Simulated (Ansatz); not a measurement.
Relaxation of BrCl2F2H2OTa (9 atoms, charge 0, multiplicity 1), to a largest force component of 0.03 eV/Å in at most 50 steps.

Level of theory: RKS PBE/def2-SVP in Ansatz.

```xyz
9
Properties=species:S:1:pos:R:3
Ta -0.070 0.067 0.018
O 1.910 -0.011 -0.060
H 2.356 -0.063 0.810
F 0.211 -0.089 1.900
Cl -0.052 0.373 -2.295
F -0.877 1.726 0.310
Cl -1.582 -1.670 0.039
Br 1.660 -3.111 -1.311
H 2.435 -1.824 -1.200
```

Q: Where does it end, and by what steps?

A: The run converged. The force dipped under the threshold on the way, but the program's further checks kept it going. After 25 steps the energy has fallen by 0.178 eV; Br8 moved furthest, 1.44 Å.

```
step  energy less start (eV)  largest force component (eV/Å)  accepted
   0                  0.0000                           1.055       yes
   1                 -0.0914                           0.243       yes
   2                 -0.1145                           0.152       yes
   3                 -0.1320                           0.193       yes
   4                 -0.1417                           0.140       yes
   5                 -0.1367                           0.867        no
   6                 -0.1504                           0.282       yes
   7                 -0.1592                           0.336       yes
   8                 -0.1638                           0.276       yes
   9                 -0.1670                           0.113       yes
  10                 -0.1690                           0.051       yes
  11                 -0.1706                           0.038       yes
  12                 -0.1717                           0.096       yes
  13                 -0.1725                           0.071       yes
  14                 -0.1740                           0.039       yes
  15                 -0.1748                           0.129       yes
  16                 -0.1754                           0.086       yes
  17                 -0.1762                           0.024       yes
  18                 -0.1766                           0.038       yes
  19                 -0.1768                           0.124       yes
  20                 -0.1772                           0.061       yes
  21                 -0.1775                           0.025       yes
  22                 -0.1778                           0.023       yes
  23                 -0.1780                           0.052       yes
  24                 -0.1783                           0.031       yes
  25                 -0.1784                           0.019       yes
```

```xyz
9
Properties=species:S:1:pos:R:3
Ta -0.208 0.180 0.122
O 1.532 -0.643 0.121
H 2.055 -0.694 0.946
F 0.122 0.464 1.979
Cl -0.178 0.069 -2.208
F -0.590 2.018 0.036
Cl -1.952 -1.268 0.466
Br 2.875 -2.879 -2.056
H 2.337 -1.846 -1.194
```

Whether the end is a true minimum wasn't checked by a vibrational analysis.

The run took 60 s on 4 threads of Arm Neoverse V2, on a shared host, peak memory 0.25 GiB.
